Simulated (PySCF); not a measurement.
Isomers of C4H8O3.

All values: PBE0/pcSseg-1 (PySCF) at GFN2-xTB geometries, gas phase, one conformer each.

Question: Rank by the highest Hirshfeld charge on any atom, highest value first.
A. `[CH3:1][O:2][C:3](=[O:4])[C@H:5]([CH3:6])[OH:7]` with C1–O2–C3–O4 0°, O2–C3–C5–C6 -71°, C3–C5–O7–H 23°
B. `[CH3:1][CH:2]1[O:3][CH2:4][O:5][CH2:6][O:7]1` with C1–C2–O3–C4 175°, C2–O3–C4–O5 -56°, O3–C4–O5–C6 56°, C4–O5–C6–O7 -56°
C. `[CH3:1][CH2:2][O:3][C:4](=[O:5])[O:6][CH3:7]` with C1–C2–O3–C4 -80°, C2–O3–C4–O5 -2°, O3–C4–O6–C7 180°

Answer: C (+0.264 e), A (+0.213 e), B (+0.107 e).

Question: Rank by the lowest IAO charge on any atom, highest value first.
A. `[CH3:1][CH:2]1[O:3][CH2:4][O:5][CH2:6][O:7]1` with C1–C2–O3–C4 175°, C2–O3–C4–O5 -56°, O3–C4–O5–C6 56°, C4–O5–C6–O7 -56°
B. `[CH3:1][O:2][C:3](=[O:4])[C@H:5]([CH3:6])[OH:7]` with C1–O2–C3–O4 0°, O2–C3–C5–C6 -71°, C3–C5–O7–H 23°
C. `[CH3:1][O:2][CH2:3][O:4][C:5]([CH3:6])=[O:7]` with C1–O2–C3–O4 -69°, O2–C3–O4–C5 -178°, C3–O4–C5–C6 179°
D. `[CH3:1][CH2:2][O:3][C:4](=[O:5])[O:6][CH3:7]` with C1–C2–O3–C4 -80°, C2–O3–C4–O5 -2°, O3–C4–O6–C7 180° (ethyl methyl carbonate)

Answer: A (-0.428 e), C (-0.477 e), D (-0.516 e), B (-0.550 e).

Question: Rank by dipole moment, lowest first.
A. `[CH3:1][O:2][C:3](=[O:4])[C@H:5]([CH3:6])[OH:7]` with C1–O2–C3–O4 0°, O2–C3–C5–C6 -71°, C3–C5–O7–H 23°
B. `[CH3:1][O:2][CH2:3][CH2:4][C:5](=[O:6])[OH:7]` with C1–O2–C3–C4 180°, O2–C3–C4–C5 180°, C3–C4–C5–O6 0°, C4–C5–O7–H 180°
C. `[CH3:1][CH:2]1[O:3][CH2:4][O:5][CH2:6][O:7]1` with C1–C2–O3–C4 175°, C2–O3–C4–O5 -56°, O3–C4–O5–C6 56°, C4–O5–C6–O7 -56°
D. `[CH3:1][O:2][CH2:3][O:4][C:5]([CH3:6])=[O:7]` with C1–O2–C3–O4 -69°, O2–C3–O4–C5 -178°, C3–O4–C5–C6 179° (methoxymethyl acetate)

Answer: B (0.36 D), C (1.83 D), D (2.36 D), A (2.95 D).

All values together:

```csv
SMILES,μ (D),HOMO (eV),LUMO (eV),lowest IAO charge (e),highest IAO charge (e),lowest Hirshfeld charge (e),highest Hirshfeld charge (e)
CC1OCOCO1,1.83,-8.00,1.64,-0.428 (C),+0.272 (C),-0.157 (O),+0.107 (C)
COCCC(=O)O,0.36,-7.48,0.28,-0.483 (O),+0.537 (C),-0.269 (O),+0.221 (C)
COC(=O)[C@H](C)O,2.95,-7.88,0.08,-0.550 (O),+0.506 (C),-0.248 (O),+0.213 (C)
CCOC(=O)OC,0.29,-8.38,1.26,-0.516 (O),+0.662 (C),-0.273 (O),+0.264 (C)
COCOC(C)=O,2.36,-7.88,0.35,-0.477 (C),+0.528 (C),-0.265 (O),+0.218 (C)
```

Conformers: `[CH3:1][CH:2]1[O:3][CH2:4][O:5][CH2:6][O:7]1` with C1–C2–O3–C4 175°, C2–O3–C4–O5 -56°, O3–C4–O5–C6 56°, C4–O5–C6–O7 -56°; `[CH3:1][O:2][CH2:3][CH2:4][C:5](=[O:6])[OH:7]` with C1–O2–C3–C4 180°, O2–C3–C4–C5 180°, C3–C4–C5–O6 0°, C4–C5–O7–H 180°; `[CH3:1][O:2][C:3](=[O:4])[C@H:5]([CH3:6])[OH:7]` with C1–O2–C3–O4 0°, O2–C3–C5–C6 -71°, C3–C5–O7–H 23°; `[CH3:1][CH2:2][O:3][C:4](=[O:5])[O:6][CH3:7]` with C1–C2–O3–C4 -80°, C2–O3–C4–O5 -2°, O3–C4–O6–C7 180°; `[CH3:1][O:2][CH2:3][O:4][C:5]([CH3:6])=[O:7]` with C1–O2–C3–O4 -69°, O2–C3–O4–C5 -178°, C3–O4–C5–C6 179°.
